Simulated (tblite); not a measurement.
Compound: C₆H₆N₂S.
Cartesian coordinates in Å at the GFN2-xTB level; atoms count from 1:
```
atom  x, y, z in Å
C1    -2.688   -0.861    1.175
C2    -1.475   -0.598    0.689
C3    -1.128    0.677    0.121
C4     0.069    1.020   -0.387
C5     1.252    0.205   -0.479
C6     2.480    0.662   -1.040
N7     3.430   -0.235   -1.026
S8     2.851   -1.598   -0.351
N9     1.358   -1.050   -0.064
H10   -2.937   -1.820    1.596
H11   -3.475   -0.124    1.166
H12   -0.696   -1.345    0.704
H13   -1.916    1.421    0.109
H14    0.200    2.018   -0.785
H15    2.669    1.638   -1.450
```

Level: GFN2-xTB in tblite, geometry and Hessian alike; calculated harmonic values, unscaled, isolated species. Against measured fundamentals such values can be off by several per cent, at times by over 20. One conformer, not necessarily the lowest.

Harmonic wavenumbers (cm⁻¹): 48.2, 114.6, 120.5, 173.7, 257.6, 354.6, 376.7, 492.8, 569.3, 599.1, 680.2, 681.7, 717.7, 805.6, 815.5, 837.4, 876.2, 890.7, 921.6, 935.8, 1014.5, 1024.5, 1126.5, 1140.4, 1249.6, 1262.6, 1287.6, 1362.2, 1396.4, 1435.0, 1487.1, 1618.7, 1647.5, 3043.3, 3062.8, 3086.7, 3099.1, 3131.3, 3131.9.

A = 3711, B = 806.9, C = 662.8 MHz; mass 138.025 u (most abundant isotopes); point group Cs, symmetry number 1.

What is the zero-point energy?

½Σν̃ = 23439 cm⁻¹ = 67.01 kcal/mol.

Entropy at 298.15 K, 1 bar (ideal gas, RRHO, classical rotation)?

Translation 40.70, rotation 29.47, vibration 21.60: S = 91.8 cal/(mol K).

And Cp and H(298.15 K) − H(0)?

Cp = 32.47 cal/(mol K), of which vibrations give 24.52 (their classical limit is 39 R = 77.5); H(298.15 K) − H(0) = 5.85 kcal/mol without the zero-point energy, 3.48 from vibrations.

Which modes carry the vibrational entropy at 298.15 K?

48.2 cm⁻¹: 4.89; 114.6 cm⁻¹: 3.19; 120.5 cm⁻¹: 3.09; 173.7 cm⁻¹: 2.40; 257.6 cm⁻¹: 1.68; 354.6 cm⁻¹: 1.15 cal/(mol K); the other 33 give 5.21 together.

Blend soft modes into free rotors: weight 1/[1 + (100 cm⁻¹/ν̃)⁴] for the oscillator and the rest for a rotor with moment μB/(μ + B), μ = h/(8π²ν), B = 10⁻⁴⁴ kg m². What vibrational entropy results?

20.06 cal/(mol K) in place of 21.60, which changes −T·S at 298.15 K by +0.46 kcal/mol.

Hindered rotation and anharmonicity are outside this model. Other conformers, if any are populated, would add a mixing term that is left out.
